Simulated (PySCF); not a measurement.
# Computed properties of Ge(AsH2)(H)3 (AsGeH5), SMILES [GeH3][AsH2]

AsGeH5, SMILES [GeH3][AsH2]. Geometry optimised at r2SCAN-D4/def2-TZVP. Other conformers were not sampled. All values are computed for the isolated molecule unless a solvent is named; none is compared with measurement here.

**Structure.** The optimised structure has Cs symmetry. All 15 harmonic modes at r2SCAN-D4/def2-TZVP (PySCF) are real, so it is a minimum.

**Vibrations.** The strongest infrared lines (harmonic, unscaled, degenerate partners summed) lie at 803 cm⁻¹ (232 km/mol, H 97 %), 2205 cm⁻¹ (96 km/mol, H 99 %), 2150 cm⁻¹ (87 km/mol, H 98 %). The softest mode is at 138 cm⁻¹ and the zero-point energy is 24.3 kcal/mol.

**Electronic structure.** HF/def2-TZVPD (PySCF) places the frontier levels at -9.79 and 1.92 eV, a gap of 11.71 eV, and gives a dipole moment of 0.51 D and a mean polarisability of 66.4 bohr³.

**Excitations.** TDA-B3LYP/def2-SVPD (PySCF) has S1 at 6.14 eV (202 nm, f = 0.032, weak); the most intense of the 10 singlets computed lies at 6.33 eV (f = 0.30). T1 (TDA) is at 5.13 eV, 1.01 eV under S1. No vertical singlet excitation falls in the visible range (under 3.1 eV).

**NMR.** GIAO shifts at KT2/pcSseg-1 (PySCF) (non-relativistic, atoms alike by connectivity averaged): ¹H from 2.1 to 4.2 ppm against TMS.
